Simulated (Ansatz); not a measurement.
Ansatz (a quantum-chemistry and plane-wave program) input:
A basis named .json is the Basis Set Exchange file of that set.

Ansatz 0.2 input:
```yaml
crystal:
  periodic: [false, false, false]
  atoms:
    - {symbol: F, position_ang: [-0.09737281, -0.15784384, 2.05965334]}
    - {symbol: Sn, position_ang: [-0.00761532, -0.01234463, 0.16108113]}
    - {symbol: Cl, position_ang: [-1.83715674, -1.11130773, -0.69763873]}
    - {symbol: Cl, position_ang: [1.96020999, -0.99747128, -0.50938926]}
    - {symbol: Cl, position_ang: [-0.04910493, 2.22865114, -0.35714475]}
basis:
  gaussian:
    orbitals: def2-QZVPPD.json
    fitting: {mean_field: def2-universal-jkfit, correlation: def2-QZVPPD-RIFIT.json}
magnetization: {spin_polarized: false}
correlation: {method: mp2, electrons: outside_noble_gas}
```

Question: What final total energy does it print?

Answer: -1692.59981 Eh (RI-MP2/def2-QZVPPD). The basis has 391 functions.
